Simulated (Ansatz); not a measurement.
Consider the substitution at a C–Ge bond: `[CH3][Ge]([CH3])([OH])[F]` + `O[SiH2][SiH2]Cl` → `CO[SiH2][SiH2]Cl` + `[CH3][GeH]([OH])[F]`.

Calculated with Ansatz (gas phase, PBE0-D4/def2-TZVP geometries, no zero-point term in ΔE). CCSD(T)/CBS adds triple-zeta CCSD(T) − MP2 to the extrapolated MP2 energy (def2 sets, frozen cores). DFT in def2-TZVPP. For Ge outer-core shells are correlated without core-valence functions, which leaves a few kJ/mol of doubt a bond. Scalar relativity is left out up to krypton. One conformer a species, not always the lowest.

`[CH3][Ge]([CH3])([OH])[F]`:

```xyz
12

C    -1.303   -0.704    0.860
Ge   -0.092    0.394   -0.178
C     1.799    0.037   -0.081
O    -0.507    0.398   -1.899
F    -0.360    2.028    0.389
H    -1.043   -0.652    1.918
H    -1.250   -1.742    0.530
H    -2.326   -0.345    0.736
H     2.148    0.118    0.949
H     2.330    0.763   -0.697
H     2.013   -0.966   -0.453
H    -1.410    0.672   -2.073
```

`O[SiH2][SiH2]Cl`:

Cartesian coordinates in Å:
```
O 0.411 -1.883 -0.567
Si 0.535 -0.749 0.623
Si -0.695 1.145 -0.021
Cl -0.231 1.387 -2.033
H 0.508 -1.570 -1.469
H 0.005 -1.370 1.862
H 1.946 -0.329 0.855
H -2.167 0.974 0.067
H -0.312 2.395 0.683
```

`CO[SiH2][SiH2]Cl`:

Z-matrix (Å, degrees):
```
C
O 1 1.411
H 1 1.091 2 108.3
H 1 1.096 2 111.3 3 -119.3
H 1 1.096 2 111.3 3 119.3
Si 2 1.645 1 122.8 3 -180.0
Si 6 2.339 2 106.7 1 -179.9
H 6 1.492 2 111.1 1 -59.6
H 6 1.492 2 111.1 1 59.8
Cl 7 2.068 6 106.4 2 179.7
H 7 1.484 6 112.7 2 61.7
H 7 1.484 6 112.7 2 -62.2
```

`[CH3][GeH]([OH])[F]`:

Z-matrix (Å, degrees):
```
C
Ge 1 1.923
H 1 1.090 2 108.9
H 1 1.091 2 110.1 3 -119.5
H 1 1.090 2 110.2 3 119.9
O 2 1.766 1 107.0 3 53.9
F 2 1.745 1 108.4 3 -60.9
H 2 1.538 1 118.4 3 -179.5
H 6 0.960 2 113.6 1 -179.3
```

| level | ΔE (kJ/mol) | difference from CCSD(T)/CBS |
| --- | --- | --- |
| B97M-V | 91.8 | -9.5 |
| CAM-B3LYP-D4 | 89.8 | -11.5 |
| ωB97M-V | 97.3 | -4.0 |
| B2PLYP | 93.8 | -7.5 |
| PBE | 94.3 | -7.0 |
| BLYP | 86.4 | -14.9 |
| CCSD(T)/def2-SVP | 77.5 | -23.8 |
| CCSD/def2-TZVPP | 97.1 | -4.2 |
| CCSD(T)/def2-TZVPP | 98.8 | -2.5 |
| MP2/CBS(def2) | 108.0 | 6.7 |
| CCSD(T)/CBS | 101.3 | 0 |

Largest T1 diagnostic among the species: 0.011.

At CCSD(T), def2-SVP lies −23.8 kJ/mol from the extrapolated value and def2-TZVPP −2.5 kJ/mol. In def2-TZVPP, CCSD(T) changes the Hartree–Fock value by +19.0 kJ/mol (the triples alone add +1.7 kJ/mol) and MP2 by +25.8 kJ/mol. Leaving LDA and LC-ωPBE aside and taking each functional with its dispersion term where it has one, the values, not all of them listed here, spread over 10.1 kJ/mol, from BLYP-D4 to PBE-QIDH.
